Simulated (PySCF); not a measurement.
# Removing an electron from (F)3Si-S-SiH3

(F)3Si-S-SiH3.
Geometry (PBE0-D3(BJ)/def2-SVP, Å), atoms numbered from 1 in this order:
```xyz
9
F3H3SSi2 angstrom
Si     1.1261   -1.0393    0.4944
F      1.1418    0.3119    1.3615
F      2.4665   -1.0390   -0.3765
F      1.2282   -2.2807    1.4946
S     -0.6095   -1.1452   -0.6633
Si    -1.1921    0.9518   -0.5769
H     -0.0626    1.8230   -1.0012
H     -2.3153    1.0346   -1.5487
H     -1.6505    1.3134    0.7906
```

Level: CAM-B3LYP/def2-SVPD (PySCF). Frontier orbitals with their largest atomic shares (Löwdin; up to four atoms above 4 %):

```tsv
orbital	ε (eV)	main atoms
HOMO−3	-12.27	Si6 40 %, H9 25 %, H7 17 %, S5 11 %
HOMO−2	-11.85	Si6 32 %, S5 27 %, H8 26 %, Si1 4 %
HOMO−1	-11.18	S5 55 %, Si6 18 %, H7 8 %, Si1 6 %
HOMO	-9.72	?
LUMO	0.12	S5 28 %, Si6 27 %, Si1 14 %, H8 8 %
LUMO+1	0.46	Si6 27 %, S5 26 %, Si1 18 %, H7 6 %
LUMO+2	1.36	Si6 36 %, S5 22 %, H8 10 %, Si1 8 %
```

Q: What vertical ionisation energy does ΔSCF give, and how far is −ε(HOMO) from it?

A: ΔSCF: 10.63 eV (1026 kJ/mol; threshold wavelength 117 nm); ⟨S²⟩ of the doublet left behind is 0.755, against 0.75 for a pure doublet. −ε(HOMO) is 9.72 eV, 0.91 eV below it. For the exact functional −ε(HOMO) would equal the first vertical ionisation energy; CAM-B3LYP (range-separated hybrid) falls short of its own ΔSCF value by 9 %. Holes in the HOMO−1 and HOMO−2 were tried too where these lie within 1.2 eV of the HOMO; the lowest converged state counts.

Q: On which atoms does the HOMO lie?

A: S5 (sulfur bonded to 2 Si) 71 %, Si6 (silicon bonded to S and 3 H) 11 %, Si1 (silicon bonded to 3 F and S) 7 %, H9 (hydrogen on silicon) 4 %, so more than half of it is on one atom. The HOMO−1 lies 1.46 eV lower.

Q: What kinetic energy would electrons from this vertical process carry with He I light (21.218 eV)?

A: 21.22 − 10.63 = 10.59 eV.

Q: With α = 69.2 au, estimate the like-pair dispersion coefficient by London's formula C6 = (3/4)α²I.

A: I = 0.3907 Eh, so C6 ≈ 1400 au, a rough estimate.

Q: How many of the 10 lowest singlet excitations (vertical TDDFT, same level) lie below the ionisation energy?

A: All 10; they run from 6.36 to 8.83 eV.

Q: Shift the occupied levels rigidly so that −ε(HOMO) equals the ΔSCF value. What binding energies result?

A: The shift is +0.91 eV: HOMO 10.63, HOMO−1 12.09, HOMO−2 12.76, HOMO−3 13.18 eV. A rigid shift is only a rough guide to the deeper ionisations.

Geometry: PBE0-D3(BJ)/def2-SVP; no solvent, vibrations or thermal averaging.

The run behind these numbers computed excited states and ΔSCF ions as well. The run took 76 s wall (with the writing of density and orbital grids) on Arm Neoverse N1, one thread, shared host, and the process peaked at 0.85 GiB of memory.
